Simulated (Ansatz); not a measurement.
Basis-set extrapolation for CH₅Al₂F (`[CH3][AlH][AlH][F]`) (PBE0-D4/def2-TZVP geometry, frozen core, Ansatz). Multiplicity 1, RHF reference.

|  | def2-TZVPP | def2-QZVPP |
| --- | --- | --- |
| HF | -624.193826 | -624.215202 |
| MP2 correlation | -0.583077 | -0.630755 |
| CCSD(T) correlation | -0.642517 | not run |

Energies in hartree. Use E(X) = E(∞) + A·exp(−7.88·√X) for Hartree–Fock and E(X) = E(∞) + B·X^(−2.97) for correlation, with X = 3 and 4, and add CCSD(T) minus MP2 of the smaller set to the MP2 limit.

Task: What is the CCSD(T) energy at the basis-set limit?

Result: HF limit: -624.215202 + (-0.021376) × 0.13774 = -624.21815. MP2 limit: -0.630755 + (-0.047678) × 0.74074 = -0.66607. Higher-order term: -0.642517 − (-0.583077) = -0.05944. Total: -624.94366 hartree, 281.8 kJ/mol below CCSD(T)/def2-TZVPP.
